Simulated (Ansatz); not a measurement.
Reaction (ligand exchange at the Si–Cl bond): `N[SiH](Cl)Br` + H₂Se → `N[SiH]([SeH])Br` + HCl

Computed with Ansatz on PBE0-D4/def2-TZVP structures; ΔE is electronic, products minus reactants. CCSD(T)/CBS adds triple-zeta CCSD(T) − MP2 to the extrapolated MP2 energy (def2 sets, frozen cores). This one scheme is used for every species. Functionals use def2-TZVPP. For Br, Se outer-core shells are correlated without core-valence functions, which leaves a few kJ/mol of doubt a bond. Scalar relativity is left out up to krypton. Each species was taken in one conformer, which may not be the lowest.

```
          species  r2SCAN0-D4 energy (Eh)
   `N[SiH](Cl)Br`             -3380.48089
             H₂Se             -2402.72870
`N[SiH]([SeH])Br`             -5322.41357
              HCl              -460.78281
```

**Question.** Work out ΔE.

**Answer.** ΔE = (-5322.41357) + (-460.78281) − (-3380.48089) − (-2402.72870) = 0.01321 Eh = +8.3 kcal/mol. CCSD(T)/CBS gives +7.5 kcal/mol.

Largest T1 diagnostic among the species: 0.009.

Leaving LDA and LC-ωPBE aside and taking each functional with its dispersion term where it has one, the values, not all of them listed here, spread over 2.7 kcal/mol, from revPBE-D4 to B97M-V. At CCSD(T), def2-SVP lies +1.2 kcal/mol from the extrapolated value and def2-TZVPP +0.2 kcal/mol.
